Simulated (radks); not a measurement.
Spherical jellium clusters: N electrons in a uniform positive sphere of charge N and radius rs N^(1/3), rs = 2.16 bohr. Calculated with a radial shooting solver with Libxc functionals: non-relativistic Kohn-Sham, LDA (Slater exchange, Perdew-Wang correlation), spin-polarised, spherical densities. Levels are named by radial order and angular momentum (1s, 1p, 1d, 2s, ...), and open shells are averaged over m.

N = 11, configuration 1s2 1p6 1d(up 3, down 0). This is the lowest configuration that the search found. Occupied and some empty levels:

level    occupation  eigenvalue (eV)  <r> (bohr)
1s up             1          -10.511       3.115
1s down           1          -10.069       3.038
1p up             3          -6.8990       3.977
1p down           3          -6.2857       3.950
1d up             3          -3.0250       4.925
2s up             0          -2.6833       5.281
1d down           0          -2.3820       5.012
2s down           0          -2.2805       5.451
2p up             0         -0.52599       8.820
2p down           0         -0.32249       9.765

Energy (eV): total -3.87046, kinetic 54.547, external -771.79, Hartree 364.94, exchange-correlation -62.809, background 411.25.

Electron density:

r (bohr)  n(r) (e/bohr^3)
0.173             0.01563
0.826             0.01765
1.48              0.02120
2.13              0.02414
2.79              0.02431
3.44              0.02081
4.09              0.01476
4.75             0.008644
5.40             0.004388
6.05             0.002071
6.70            0.0009457
7.36            0.0004257
8.01            0.0001911
8.66           0.00008598
